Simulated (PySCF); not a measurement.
# Computed NMR parameters against published values

Mapped SMILES: `[CH3:1][c:2]1[cH:3][cH:4][cH:5][cH:6][cH:7]1`. Each H is labelled by its parent atom.

Published estimates (parent shift plus substituent increments) and measurements: δ ¹³C C2 137.7; C3/C7 129.1; C4/C6 128.3; C5 125.4; C1 21.2 ppm (measured; solution, C6D5Cl, 298 K; Fulmer et al., Organometallics 2010, 29, 2176).
δ ¹³C C2 139.9; C3/C7 130.6; C4/C6 129.8; C5 126.8; C1 21.6; δ ¹H H(C1) 2.33 ppm (measured; solution, TFE-d3, 298 K; Fulmer et al., Organometallics 2010, 29, 2176).
δ ¹³C C2 137.9; C3/C7 129.1; C4/C6 128.3; C5 125.3; C1 21.5; δ ¹H H(C4)/H(C6) 7.25; H(C1) 2.36 ppm (measured; solution, CDCl3, 298 K; Fulmer et al., Organometallics 2010, 29, 2176).
δ ¹³C C3/C7 129.2; C4/C6 128.4; C5 125.5; δ ¹H H(C4)/H(C6) 7.25; H(C3)/H(C7) 7.17; H(C5) 7.17 ppm (estimated from measurements, as parent shift plus tabulated substituent increment; solution, not stated per compound (mostly CDCl3 or CCl4); Pretsch, Buehlmann, Badertscher, Structure Determination of Organic Compounds, 4th ed. (2009)).
δ ¹³C C2 137.8; C3/C7 129.3; C4/C6 128.5; C5 125.7; C1 21.4 ppm (measured; solution, toluene-d8, 298 K; Fulmer et al., Organometallics 2010, 29, 2176).
δ ¹³C C2 137.3; C3/C7 128.9; C4/C6 128.2; C5 125.3; C1 21.0; δ ¹H H(C4)/H(C6) 7.25; H(C1) 2.30 ppm (measured; solution, DMSO-d6, 298 K; Fulmer et al., Organometallics 2010, 29, 2176). Coupling constants: ³J(H(C3),H(C4)) 7.7 Hz, ⁴J(H(C3),H(C5)) 1.3 Hz, ⁵J(H(C3),H(C6)) 0.6 Hz, ⁴J(H(C3),H(C7)) 2.0 Hz, ³J(H(C4),H(C5)) 7.5 Hz, ⁴J(H(C4),H(C6)) 1.5 Hz.

Theoretical values (PySCF 2.14): shielding tensors at PBE0/pcSseg-1 (GIAO), PBE0-D3(BJ)/def2-SVP geometry, B3LYP/pcJ-1 coupling constants (without the spin–dipole term). One conformer, no solvent, fast rotation and ring inversion assumed for equivalent nuclei, non-relativistic.

Q: What does the calculation give, and how does it compare?

A: 
Reference values: measured (solution, C6D5Cl, 298 K; Fulmer et al., Organometallics 2010, 29, 2176).
```json
{"atoms": "C2", "quantity": "δ ¹³C", "reference": "137.7", "computed": "143.0", "computed, scaled": "137.6"}
{"atoms": "C3/C7", "quantity": "δ ¹³C", "reference": "129.1", "computed": "134.6", "computed, scaled": "129.4"}
{"atoms": "C4/C6", "quantity": "δ ¹³C", "reference": "128.3", "computed": "133.9", "computed, scaled": "128.8"}
{"atoms": "C5", "quantity": "δ ¹³C", "reference": "125.4", "computed": "130.9", "computed, scaled": "125.9"}
{"atoms": "C1", "quantity": "δ ¹³C", "reference": "21.2", "computed": "23.4", "computed, scaled": "21.9"}
```

Reference values: measured (solution, TFE-d3, 298 K; Fulmer et al., Organometallics 2010, 29, 2176).
```tsv
atoms	quantity	reference	computed	computed, scaled
C2	δ ¹³C	139.9	143.0	137.6
C3/C7	δ ¹³C	130.6	134.6	129.4
C4/C6	δ ¹³C	129.8	133.9	128.8
C5	δ ¹³C	126.8	130.9	125.9
C1	δ ¹³C	21.6	23.4	21.9
H(C1)	δ ¹H	2.33	2.39	2.47
```

Reference values: measured (solution, CDCl3, 298 K; Fulmer et al., Organometallics 2010, 29, 2176).
```json
{"atoms": "C2", "quantity": "δ ¹³C", "reference": "137.9", "computed": "143.0", "computed, scaled": "137.6"}
{"atoms": "C3/C7", "quantity": "δ ¹³C", "reference": "129.1", "computed": "134.6", "computed, scaled": "129.4"}
{"atoms": "C4/C6", "quantity": "δ ¹³C", "reference": "128.3", "computed": "133.9", "computed, scaled": "128.8"}
{"atoms": "C5", "quantity": "δ ¹³C", "reference": "125.3", "computed": "130.9", "computed, scaled": "125.9"}
{"atoms": "C1", "quantity": "δ ¹³C", "reference": "21.5", "computed": "23.4", "computed, scaled": "21.9"}
{"atoms": "H(C4)/H(C6)", "quantity": "δ ¹H", "reference": "7.25", "computed": "7.38", "computed, scaled": "7.21"}
{"atoms": "H(C1)", "quantity": "δ ¹H", "reference": "2.36", "computed": "2.39", "computed, scaled": "2.47"}
```

Reference values: estimated from measurements, as parent shift plus tabulated substituent increment (solution, not stated per compound (mostly CDCl3 or CCl4); Pretsch, Buehlmann, Badertscher, Structure Determination of Organic Compounds, 4th ed. (2009)).
```json
{"atoms": "C3/C7", "quantity": "δ ¹³C", "reference": "129.2", "computed": "134.6", "computed, scaled": "129.4"}
{"atoms": "C4/C6", "quantity": "δ ¹³C", "reference": "128.4", "computed": "133.9", "computed, scaled": "128.8"}
{"atoms": "C5", "quantity": "δ ¹³C", "reference": "125.5", "computed": "130.9", "computed, scaled": "125.9"}
{"atoms": "H(C4)/H(C6)", "quantity": "δ ¹H", "reference": "7.25", "computed": "7.38", "computed, scaled": "7.21"}
{"atoms": "H(C3)/H(C7)", "quantity": "δ ¹H", "reference": "7.17", "computed": "7.29", "computed, scaled": "7.13"}
{"atoms": "H(C5)", "quantity": "δ ¹H", "reference": "7.17", "computed": "7.25", "computed, scaled": "7.09"}
```

Reference values: measured (solution, toluene-d8, 298 K; Fulmer et al., Organometallics 2010, 29, 2176).
```tsv
atoms	quantity	reference	computed	computed, scaled
C2	δ ¹³C	137.8	143.0	137.6
C3/C7	δ ¹³C	129.3	134.6	129.4
C4/C6	δ ¹³C	128.5	133.9	128.8
C5	δ ¹³C	125.7	130.9	125.9
C1	δ ¹³C	21.4	23.4	21.9
```

Reference values: measured (solution, DMSO-d6, 298 K; Fulmer et al., Organometallics 2010, 29, 2176).
```tsv
atoms	quantity	reference	computed	computed, scaled
C2	δ ¹³C	137.3	143.0	137.6
C3/C7	δ ¹³C	128.9	134.6	129.4
C4/C6	δ ¹³C	128.2	133.9	128.8
C5	δ ¹³C	125.3	130.9	125.9
C1	δ ¹³C	21.0	23.4	21.9
H(C4)/H(C6)	δ ¹H	7.25	7.38	7.21
H(C1)	δ ¹H	2.30	2.39	2.47
```

Computed shifts are σ(ref) − σ with the named reference compound (TMS for H and C) calculated as an isolated molecule at the same level. The measured values may be among those fitted. Expected solution values come from regression of measured δ (H and C: mostly CDCl3, vs TMS) on computed σ: ¹H: δ = 29.91 − 0.950σ (rms 0.21 ppm, 511 shifts, 0.22 ppm with the 3 outliers that the fit left out); ¹³C: δ = 177.62 − 0.967σ (rms 1.9 ppm, 903 shifts, 2.3 ppm with the 23 outliers that the fit left out). Occasional misses reach two or three times the rms, and more in compound classes unlike the fitted ones.

Coupling constants in Hz (some tables give magnitudes without signs):
| coupling | reference | computed | source |
| --- | --- | --- | --- |
| ³J(H(C3),H(C4)) | 7.7 | 8.5 | measured; solution (compiled); Pretsch, Buehlmann, Badertscher, Structure Determination of Organic Compounds, 4th ed., Springer 2009 |
| ⁴J(H(C3),H(C5)) | 1.3 | 0.9 | measured; solution (compiled); Pretsch, Buehlmann, Badertscher, Structure Determination of Organic Compounds, 4th ed., Springer 2009 |
| ⁵J(H(C3),H(C6)) | 0.6 | 0.6 | measured; solution (compiled); Pretsch, Buehlmann, Badertscher, Structure Determination of Organic Compounds, 4th ed., Springer 2009 |
| ⁴J(H(C3),H(C7)) | 2.0 | 1.7 | measured; solution (compiled); Pretsch, Buehlmann, Badertscher, Structure Determination of Organic Compounds, 4th ed., Springer 2009 |
| ³J(H(C4),H(C5)) | 7.5 | 8.3 | measured; solution (compiled); Pretsch, Buehlmann, Badertscher, Structure Determination of Organic Compounds, 4th ed., Springer 2009 |
| ⁴J(H(C4),H(C6)) | 1.5 | 1.1 | measured; solution (compiled); Pretsch, Buehlmann, Badertscher, Structure Determination of Organic Compounds, 4th ed., Springer 2009 |

Q: How far are the unscaled ¹³C shifts from the references?

A: Mean signed difference +4.62 ppm, mean absolute 4.62 ppm over 28 comparisons; the largest is +5.7 ppm at C4/C6 (aromatic CH).

Q: How far are the unscaled ¹H shifts from the references?

A: Mean signed difference +0.10 ppm, mean absolute 0.10 ppm over 8 comparisons; the largest is +0.13 ppm at H(C4)/H(C6) (hydrogen on an aromatic CH).

Q: Among the solvents listed, which proton depends most on the solvent?

A: H(C1): from 2.30 ppm in DMSO-d6 to 2.36 ppm in CDCl3. The gas-phase calculation gives a single value and can't show this spread.

42 of the 110 published NMR values on file for this molecule are compared. The rest: values from further sources, protons in aromatic solvents, values whose atom or origin is in doubt.

Unscaled 3J(H,H) at this level run about 10 % above measured values.
